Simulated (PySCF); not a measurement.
Cl₂FGeH₂N. Atoms are numbered in the order given.

```xyz
7

N      1.9418    -0.3069     0.3588
Ge     0.1574    -0.0946     0.2056
F     -0.5948    -0.5542     1.6935
Cl    -0.2656     1.9748    -0.1495
Cl    -0.7959    -1.3245    -1.2832
H      2.2849    -1.2536     0.2072
H      2.4851     0.3612    -0.1844
```

Coordinates come from a B3LYP-D3(BJ)/def2-SVP optimisation. The structure was generated by enumeration, and PubChem lists no compound with its InChIKey, so it may never have been made. Other conformers were not sampled.

Method: PBE/pcSseg-1 run with PySCF.

GIAO shieldings, no solvent; atoms listed in one row are averaged. δ = σ(ref) − σ: ¹⁵N against NH3 (σ = 267.0 ppm); ⁷³Ge against GeH4 (σ = 1614.4 ppm); ¹⁹F against CFCl3 (σ = 133.6 ppm); ³⁵Cl against HCl (σ = 936.5 ppm); ¹H against TMS (σ = 31.49 ppm), references at their B3LYP-D3(BJ)/def2-TZVP geometries, non-relativistic (without spin–orbit terms, shifts of atoms bonded to Cl or Br come out too high).

Task: Estimate the chemical shifts. (Estimate from the structure and the level; the computed values follow.)

Result: 
| nucleus | atoms | count | δ (ppm) |
|---|---|---|---|
| ¹⁵N | N1 | 1 | 65.4 |
| ⁷³Ge | Ge2 | 1 | 432.4 |
| ¹⁹F | F3 | 1 | -107.1 |
| ³⁵Cl | Cl5 | 1 | 191.4 |
| ³⁵Cl | Cl4 | 1 | 147.2 |
| ¹H | H7 | 1 | 2.10 |
| ¹H | H6 | 1 | 1.88 |
